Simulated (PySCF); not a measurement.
**CdB: frontier orbitals**

UHF at R = 2.438 Å; PySCF, scalar-relativistic core potentials, basis sets Cd def2-SVP with ECP28, B def2-SVP. State: ²Π (doublet), unpaired electrons π ↑. Only the outer orbitals are listed, counted within each symmetry, core potentials removing the inner ones.

```csv
spin,orbital,occ.,ε (eV),on Cd (%),main shells (%)
α,4σ,1,-20.46,96,96 Cd d
α,2π,1,-20.27,100,100 Cd d
α,2π,1,-20.24,100,100 Cd d
α,1δ,1,-20.19,100,100 Cd d
α,1δ,1,-20.19,100,100 Cd d
α,5σ,1,-14.92,12,86 B s
α,3π,1,-8.30,4,96 B p
α,6σ,1,-7.60,83,"81 Cd s, 9 B p, 8 B s"
α,7σ,0,0.50,47,"49 B p, 39 Cd p"
α,3π,0,0.51,60,"59 Cd p, 40 B p"
α,4π,0,1.70,99,99 Cd p
β,4σ,1,-20.39,98,98 Cd d
β,2π,1,-20.23,100,100 Cd d
β,2π,1,-20.20,100,100 Cd d
β,1δ,1,-20.18,100,100 Cd d
β,1δ,1,-20.18,100,100 Cd d
β,5σ,1,-12.73,22,"78 B s, 17 Cd s"
β,6σ,1,-7.34,70,"69 Cd s, 15 B p, 14 B s"
β,7σ,0,0.54,55,"44 B p, 43 Cd p, 12 Cd s"
β,3π,0,0.73,68,"68 Cd p, 32 B p"
β,3π,0,1.16,86,"86 Cd p, 14 B p"
```

**Question.** Which are the highest filled and the lowest empty level, where do they sit, and how wide is the gap?

**Answer.** Highest filled β 6σ at -7.34 eV (in %: 69 Cd s, 15 B p, 14 B s); lowest empty α 7σ at 0.50 eV (in %: 49 B p, 39 Cd p); the gap at UHF is 7.84 eV. An empty level above zero is unbound, and its energy depends on the basis.

| Quantity | Value |
| --- | --- |
| bond order (Mayer) | 0.58 |
| ⟨S²⟩ | 0.771 |
| charge on Cd (Mulliken, basis-dependent) | 0.15 |
| charge on Cd (Löwdin, basis-dependent) | 0.11 |
| dipole moment (positive dipole means Cd(−)B(+)) | -1.52 D |
| polarisability along the bond | 137.0 bohr³ |
| polarisability across the bond | 82.9 bohr³ |

Spin–orbit coupling is left out. The state is the lowest determinant that a PBE0 search found; another state may lie lower at other levels.
